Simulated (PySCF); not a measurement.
Species: C₅H₆N₂O₂.
Bonds: C1–C2 (triple), C2–C3, C3–C4, C4–N5, C4–O6 (double), C3–C7, C7–N8, C7–O9 (double). Hydrogens: H10 on C1; H11 on C3; H12, H13 on N5; H14, H15 on N8.

Structure optimised with GFN2-xTB, isolated species.

**Question.** What internal coordinates does the optimisation give?

**Answer.** 
| bond | length (Å) | order |
| --- | --- | --- |
| C1≡C2 | 1.197 | triple |
| C2–C3 | 1.449 | single |
| C3–C4 | 1.546 | single |
| C4–N5, C7–N8 | 1.344 | single |
| C4=O6, C7=O9 | 1.211 | double |
| C3–C7 | 1.528 | single |
| C1–H10 | 1.049 | single |
| C3–H11 | 1.094 | single |
| N5–H12, N8–H14 | 1.007 | single |
| N5–H13, N8–H15 | 1.008 | single |

Bonds in one row agree within 0.01 Å and their mean is given. Orders are formal, as drawn. A selection of angles:
| angle | degrees |
| --- | --- |
| C1–C2–C3 | 178.8 |
| C2–C3–C4 | 109.0 |
| C4–C3–C7 | 109.9 |
| C3–C4–N5 | 112.9 |
| C3–C4–O6 | 121.6 |
| N5–C4–O6 | 125.4 |
| C3–C7–N8 | 114.6 |
| C3–C7–O9 | 122.8 |
| N8–C7–O9 | 122.6 |
| H12–N5–C4 | 118.5 |
| H13–N5–C4 | 118.9 |
| H14–N8–C7 | 118.7 |
| H15–N8–C7 | 122.7 |

Torsions: C2–C3–C4–N5 63° (synclinal); C2–C3–C7–N8 115° (anticlinal). The mirror-image conformer, all signs reversed, is as good.

The C–C distances run from 1.197 Å (C1≡C2, drawn triple) to 1.546 Å (C3–C4, drawn single), a spread of 0.349 Å. Of the pairs four or more bonds apart, those above aside, C7···H13 is among the closest relative to their van der Waals radii: 2.52 Å, 87 % of the sum of Bondi's values. H13 on N5 lies 2.03 Å from O9, 5 bonds away (angle at H 126°; Bondi radii sum to 2.72 Å). N5 (amide nitrogen) is almost planar (angles 119.1°, 118.9° and 118.5°, sum 356.5°, 0.12 Å off the plane of its three neighbours).

Point group: C1 (no symmetry element, even within 0.4 Å). No GFN2-xTB frequencies stand behind this structure, so it isn't proved a minimum. One conformer, not necessarily the lowest (C2–C3–C4–N5 63°, C3–C4–N5–H 175° and 16°, C2–C3–C7–N8 115°, C3–C7–N8–H -179° and 0°).

The numbers are calculated, not measured.
